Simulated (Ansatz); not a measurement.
Steps of a relaxation of C$_{2}$H$_{7}$AlO$_{2}$, SMILES `C[CH2][Al]([OH])[OH]` with RKS PBE0-D4/def2-TZVP.

```sh
$ ansatz run in.yaml --threads 4 --pin off --events-out ev --progress --plain --max-ram 10444MiB
```

```yaml
crystal:
  periodic: [false, false, false]
  atoms:
    - {symbol: C, position_ang: [-1.579907, -0.617427, 0.591970]}
    - {symbol: C, position_ang: [-0.568491, -0.506802, -0.561167]}
    - {symbol: Al, position_ang: [1.062122, 0.506642, -0.146945]}
    - {symbol: O, position_ang: [2.515053, 0.514180, -1.075245]}
    - {symbol: O, position_ang: [1.048533, 1.498087, 1.257526]}
    - {symbol: H, position_ang: [-1.893101, 0.380415, 0.961030]}
    - {symbol: H, position_ang: [-2.499953, -1.163304, 0.291115]}
    - {symbol: H, position_ang: [-1.151856, -1.154353, 1.463595]}
    - {symbol: H, position_ang: [-0.278626, -1.516164, -0.931140]}
    - {symbol: H, position_ang: [-1.039604, -0.013271, -1.442942]}
    - {symbol: H, position_ang: [2.642230, -0.014647, -1.877312]}
    - {symbol: H, position_ang: [1.820600, 2.031544, 1.503515]}
basis:
  gaussian: {orbitals: def2-TZVP}
hamiltonian: {xc: pbe0, dispersion: d4}
relax: {f_tol: 0.005, max_steps: 150}
```

Positions (Å) and forces (eV/Å) along the path, 11 of 20 steps:

```xyz
12
step=1 energy=-12875.3345 eV
C    -1.580   -0.617    0.592   -0.227   -0.022    0.261
C    -0.568   -0.507   -0.561   -0.018   -0.137   -0.372
Al    1.062    0.507   -0.147    0.303    0.242    0.163
O     2.515    0.514   -1.075   -0.404   -0.385   -0.265
O     1.049    1.498    1.258    0.560    0.052   -0.292
H    -1.893    0.380    0.961    0.175   -0.479   -0.195
H    -2.500   -1.163    0.291    0.462    0.264    0.118
H    -1.152   -1.154    1.464   -0.194    0.261   -0.434
H    -0.279   -1.516   -0.931   -0.153    0.463    0.196
H    -1.040   -0.013   -1.443    0.181   -0.239    0.423
H     2.642   -0.015   -1.877   -0.136    0.382    0.602
H     1.821    2.032    1.504   -0.549   -0.402   -0.205
12
step=3 energy=-12875.3870 eV
C    -1.570   -0.613    0.583   -0.006   -0.003   -0.001
C    -0.556   -0.503   -0.557    0.012    0.012   -0.004
Al    1.052    0.514   -0.136    0.021    0.009    0.043
O     2.477    0.510   -1.065   -0.041   -0.009    0.000
O     1.057    1.488    1.254    0.017   -0.016   -0.041
H    -1.881    0.371    0.940   -0.002    0.011    0.001
H    -2.471   -1.153    0.277   -0.011   -0.006   -0.006
H    -1.153   -1.139    1.444    0.007   -0.005    0.006
H    -0.263   -1.500   -0.907    0.004   -0.010    0.000
H    -1.024   -0.029   -1.430   -0.012   -0.001   -0.011
H     2.585   -0.010   -1.858    0.016    0.002   -0.011
H     1.824    2.008    1.489   -0.005    0.014    0.024
12
step=4 energy=-12875.3872 eV
C    -1.572   -0.612    0.582   -0.003   -0.002    0.000
C    -0.554   -0.505   -0.554    0.004   -0.001    0.003
Al    1.056    0.509   -0.130   -0.013    0.024    0.004
O     2.473    0.513   -1.069   -0.016   -0.018   -0.007
O     1.062    1.487    1.256    0.023   -0.009   -0.016
H    -1.884    0.373    0.937   -0.002    0.005    0.001
H    -2.472   -1.152    0.272   -0.004   -0.002   -0.001
H    -1.158   -1.138    1.445    0.001   -0.003    0.004
H    -0.260   -1.503   -0.902    0.000   -0.009    0.000
H    -1.019   -0.033   -1.430    0.004    0.002   -0.004
H     2.579   -0.005   -1.864    0.014    0.005   -0.004
H     1.827    2.011    1.490   -0.010    0.008    0.020
12
step=6 energy=-12875.3879 eV
C    -1.581   -0.606    0.578    0.012   -0.002   -0.006
C    -0.547   -0.511   -0.546   -0.014    0.000    0.012
Al    1.059    0.511   -0.126   -0.009   -0.008   -0.016
O     2.461    0.521   -1.088    0.006    0.001   -0.006
O     1.082    1.471    1.271    0.010    0.005    0.004
H    -1.905    0.382    0.913    0.006   -0.008   -0.006
H    -2.473   -1.157    0.264    0.005    0.003    0.003
H    -1.176   -1.116    1.456   -0.006    0.006   -0.007
H    -0.243   -1.513   -0.872   -0.007    0.009    0.005
H    -1.002   -0.057   -1.436    0.007   -0.005    0.006
H     2.561    0.018   -1.893   -0.002    0.006    0.010
H     1.840    2.001    1.514   -0.008   -0.006    0.001
12
step=10 energy=-12875.3884 eV
C    -1.591   -0.576    0.569   -0.003    0.008    0.030
C    -0.533   -0.544   -0.535   -0.006   -0.008   -0.028
Al    1.063    0.498   -0.129    0.017    0.004    0.005
O     2.438    0.580   -1.125   -0.004   -0.003   -0.004
O     1.104    1.396    1.308   -0.014   -0.009   -0.003
H    -1.932    0.430    0.829    0.008   -0.031   -0.009
H    -2.470   -1.156    0.274    0.003    0.005    0.004
H    -1.200   -1.019    1.489   -0.013    0.015   -0.030
H    -0.223   -1.564   -0.796   -0.002    0.021    0.008
H    -0.967   -0.143   -1.462    0.010   -0.008    0.021
H     2.532    0.115   -1.954   -0.007    0.004    0.010
H     1.855    1.929    1.564    0.011    0.002   -0.007
12
step=11 energy=-12875.3885 eV
C    -1.595   -0.573    0.567    0.004    0.015    0.031
C    -0.530   -0.548   -0.532   -0.008   -0.019   -0.017
Al    1.066    0.493   -0.124    0.001    0.025   -0.008
O     2.434    0.589   -1.131   -0.005   -0.011   -0.001
O     1.112    1.387    1.315   -0.003   -0.012   -0.002
H    -1.940    0.434    0.816    0.012   -0.035   -0.010
H    -2.471   -1.158    0.272    0.007    0.004    0.002
H    -1.208   -1.007    1.493   -0.014    0.015   -0.035
H    -0.218   -1.570   -0.783   -0.011    0.021    0.005
H    -0.958   -0.154   -1.464    0.014   -0.010    0.025
H     2.522    0.129   -1.963   -0.006    0.006    0.014
H     1.863    1.922    1.566    0.006    0.000   -0.004
12
step=16 energy=-12875.3888 eV
C    -1.605   -0.558    0.558   -0.002   -0.001    0.000
C    -0.521   -0.565   -0.521    0.002    0.000   -0.001
Al    1.068    0.492   -0.119    0.004    0.006    0.002
O     2.415    0.624   -1.148   -0.007   -0.005    0.000
O     1.137    1.347    1.343    0.003   -0.005   -0.010
H    -1.966    0.453    0.759    0.000    0.000    0.000
H    -2.469   -1.165    0.270    0.000    0.000    0.000
H    -1.231   -0.950    1.506    0.000    0.000    0.000
H    -0.199   -1.593   -0.730    0.000    0.000    0.000
H    -0.931   -0.206   -1.473    0.000    0.000    0.001
H     2.486    0.186   -1.994    0.001    0.003    0.003
H     1.893    1.880    1.584   -0.001    0.002    0.004
12
step=17 energy=-12875.3888 eV
C    -1.606   -0.555    0.556   -0.001   -0.001    0.000
C    -0.519   -0.568   -0.519    0.001    0.000   -0.001
Al    1.068    0.491   -0.119    0.006    0.005    0.004
O     2.412    0.630   -1.151   -0.008   -0.005    0.000
O     1.140    1.340    1.346    0.001   -0.005   -0.010
H    -1.969    0.457    0.750    0.000    0.000    0.000
H    -2.468   -1.165    0.271    0.000    0.000    0.000
H    -1.234   -0.939    1.509    0.000    0.000    0.000
H    -0.197   -1.597   -0.722    0.000    0.000    0.000
H    -0.928   -0.215   -1.475    0.000    0.000    0.000
H     2.481    0.197   -2.000    0.001    0.003    0.003
H     1.896    1.873    1.588    0.000    0.002    0.004
12
step=18 energy=-12875.3888 eV
C    -1.607   -0.553    0.555    0.001    0.001    0.002
C    -0.518   -0.570   -0.519   -0.001   -0.003    0.000
Al    1.069    0.489   -0.119    0.002    0.009    0.001
O     2.410    0.634   -1.154   -0.006   -0.005    0.000
O     1.143    1.334    1.349    0.002   -0.004   -0.007
H    -1.972    0.459    0.743    0.001   -0.002   -0.001
H    -2.468   -1.166    0.272    0.001    0.000    0.000
H    -1.236   -0.931    1.511   -0.001    0.001   -0.003
H    -0.196   -1.601   -0.715   -0.001    0.001    0.000
H    -0.925   -0.222   -1.477    0.001    0.000    0.002
H     2.478    0.205   -2.004    0.001    0.002    0.003
H     1.897    1.868    1.592    0.000    0.001    0.002
12
step=19 energy=-12875.3888 eV rejected
C    -1.608   -0.550    0.554    0.004    0.002    0.000
C    -0.516   -0.573   -0.517   -0.006    0.000    0.001
Al    1.069    0.490   -0.120    0.007   -0.005    0.004
O     2.407    0.639   -1.158   -0.005    0.001    0.000
O     1.147    1.325    1.353    0.001    0.003   -0.003
H    -1.977    0.463    0.732    0.000   -0.003    0.000
H    -2.467   -1.167    0.273    0.001    0.000    0.000
H    -1.239   -0.920    1.513   -0.001    0.001   -0.003
H    -0.192   -1.604   -0.706    0.001    0.003    0.000
H    -0.921   -0.232   -1.478    0.000   -0.001    0.001
H     2.473    0.215   -2.011   -0.001    0.000    0.002
H     1.901    1.859    1.599   -0.002   -0.002   -0.002
12
step=20 energy=-12875.3888 eV
C    -1.607   -0.553    0.555    0.002    0.001   -0.001
C    -0.518   -0.570   -0.518   -0.003   -0.001    0.002
Al    1.069    0.490   -0.119    0.003    0.001    0.002
O     2.410    0.633   -1.154   -0.004   -0.001    0.001
O     1.144    1.334    1.349    0.002    0.000   -0.003
H    -1.973    0.459    0.742    0.000    0.000    0.000
H    -2.468   -1.166    0.272    0.000    0.000    0.000
H    -1.236   -0.931    1.511    0.000    0.000    0.000
H    -0.195   -1.600   -0.715    0.000    0.000    0.000
H    -0.925   -0.222   -1.477    0.000    0.000    0.000
H     2.478    0.204   -2.005    0.000    0.000    0.000
H     1.898    1.867    1.594   -0.002   -0.001    0.000
```

Run time 63 s (4 threads of an Arm Neoverse V1 on a shared host); peak host memory 0.5 GiB.
